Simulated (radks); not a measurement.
The numbers below are computed, except where a source is named.
Question: Neutral caesium, configuration [Xe] 6s1. Code: a radial shooting solver on a logarithmic mesh with Libxc functionals. Model: scalar-relativistic Kohn-Sham, LDA (Slater exchange, Perdew-Wang correlation), spin-polarised, spherical densities, finite nucleus; open shells are filled with parallel spins first (spin-orbit coupling, left out, can overturn this in heavy ions); Fermi nuclear charge, rms radius 4.8041 fm. Some entries of the table are withheld. Estimate them.

orbital  occ.  eigenvalue (hartree)  r(max) (bohr)  <1/r> (bohr^-1)
1s up       1             -1314.089        0.01680            59.34
1s down     1             -1314.089        0.01680            59.34
2s up       1             -206.1693        0.09498            13.63
2s down     1             -206.1692        0.09498            13.63
2p up       3             -185.0558        0.07620            13.00
2p down     3             -185.0557        0.07620            13.00
3s up       1             -42.84220         0.2728            4.909
3s down     1             -42.84205         0.2728            4.909
3p up       3             -36.04525         0.2668            4.664
3p down     3             -36.04510         0.2668            4.664
3d up       5             -26.03633         0.2202            4.421
3d down     5             -26.03619         0.2202            4.421
4s up       1              -8.07226         0.6424            2.020
4s down     1              -8.07196         0.6424            2.020
4p up       3              -5.89611         0.6728            1.857
4p down     3              -5.89576         0.6728            1.857
4d up       5              -2.72726         0.7208              (1)
4d down     5              -2.72681         0.7207              (2)
5s up       1              -0.98722          1.538           0.7582
5s down     1              -0.98602          1.538           0.7588
5p up       3              -0.49952          1.775           0.6231
5p down     3              -0.49699          1.774           0.6256
6s up       1              -0.08772          4.649           0.2277
6s down     0              -0.07015          4.634           0.2238

Answer: 
(1) 4d up <1/r> (bohr^-1): 1.584
(2) 4d down <1/r> (bohr^-1): 1.584
